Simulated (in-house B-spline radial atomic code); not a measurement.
Orbital energies and mean radii along the 23-electron series, configuration [Ar] 3d5. The effective charge is n√(-2ε), a non-relativistic measure. Computed with a radial B-spline atomic code at the basis-set limit: Dirac-Hartree-Fock, average of the configuration, finite nuclei.

| ion | Z | energy of 3p3/2 (Eh) | mean radius of 3p3/2 (bohr) | energy of 2s1/2 (Eh) | mean radius of 2s1/2 (bohr) | energy of 2p1/2 (Eh) | mean radius of 2p1/2 (bohr) | effective charge of 3p3/2 |
| --- | --- | --- | --- | --- | --- | --- | --- | --- |
| Gd41+ | 64 | -127.27 | 0.23202 | -389.27 | 0.092096 | -373.4 | 0.077013 | 47.862 |
| Tb42+ | 65 | -132.77 | 0.22757 | -404.92 | 0.090325 | -388.68 | 0.075463 | 48.886 |
| Dy43+ | 66 | -138.39 | 0.22327 | -420.95 | 0.088607 | -404.33 | 0.073959 | 49.91 |
| Ho44+ | 67 | -144.13 | 0.21913 | -437.35 | 0.086938 | -420.36 | 0.072498 | 50.935 |
| Er45+ | 68 | -149.99 | 0.21513 | -454.15 | 0.085315 | -436.77 | 0.071078 | 51.96 |
| Tm46+ | 69 | -155.97 | 0.21126 | -471.34 | 0.083737 | -453.57 | 0.069697 | 52.985 |
| Yb47+ | 70 | -162.07 | 0.20753 | -488.92 | 0.082203 | -470.77 | 0.068354 | 54.011 |
| Lu48+ | 71 | -168.29 | 0.20391 | -506.91 | 0.080709 | -488.36 | 0.067047 | 55.038 |
| Hf49+ | 72 | ? | ? | ? | ? | ? | ? | ? |
| Ta50+ | 73 | -181.09 | 0.19703 | -544.14 | 0.077835 | -524.77 | 0.064532 | 57.093 |
| W51+ | 74 | -187.67 | 0.19375 | -563.4 | 0.076453 | -543.61 | 0.063322 | 58.121 |
| Re52+ | 75 | -194.37 | 0.19057 | -583.08 | 0.075104 | -562.87 | 0.062142 | 59.15 |
| Os53+ | 76 | -201.2 | 0.18749 | -603.21 | 0.073789 | -582.57 | 0.06099 | 60.18 |
| Ir54+ | 77 | -208.15 | 0.1845 | -623.8 | 0.072504 | -602.72 | 0.059865 | 61.21 |
| Pt55+ | 78 | -215.22 | 0.1816 | -644.84 | 0.071249 | -623.32 | 0.058765 | 62.241 |
| Au56+ | 79 | -222.42 | 0.17878 | -666.35 | 0.070023 | -644.38 | 0.057691 | 63.273 |
| Hg57+ | 80 | ? | ? | ? | ? | ? | ? | ? |
| Tl58+ | 81 | -237.18 | 0.17337 | -710.82 | 0.067651 | -687.93 | 0.055612 | 65.339 |
| Pb59+ | 82 | ? | ? | ? | ? | ? | ? | ? |
| Bi60+ | 83 | -252.43 | 0.16826 | -757.29 | 0.065381 | -733.46 | 0.05362 | 67.408 |

Problem. Fill in the row of Hf49+.

Solution. energy of 3p3/2 (Eh): -174.63; mean radius of 3p3/2 (bohr): 0.20042; energy of 2s1/2 (Eh): -525.32; mean radius of 2s1/2 (bohr): 0.079253; energy of 2p1/2 (Eh): -506.36; mean radius of 2p1/2 (bohr): 0.065773; effective charge of 3p3/2: 56.065.

Problem. Fill in the row of Hg57+.

Solution. energy of 3p3/2 (Eh): -229.73; mean radius of 3p3/2 (bohr): 0.17604; energy of 2s1/2 (Eh): -688.34; mean radius of 2s1/2 (bohr): 0.068824; energy of 2p1/2 (Eh): -665.92; mean radius of 2p1/2 (bohr): 0.05664; effective charge of 3p3/2: 64.306.

Problem. Fill in the row of Pb59+.

Solution. energy of 3p3/2 (Eh): -244.74; mean radius of 3p3/2 (bohr): 0.17078; energy of 2s1/2 (Eh): -733.8; mean radius of 2s1/2 (bohr): 0.066504; energy of 2p1/2 (Eh): -710.44; mean radius of 2p1/2 (bohr): 0.054606; effective charge of 3p3/2: 66.373.

Problem. How does the screening of 3p3/2 change?

Solution. Z less the effective charge goes from 16.14 at Z = 64 to 15.59 at Z = 83.
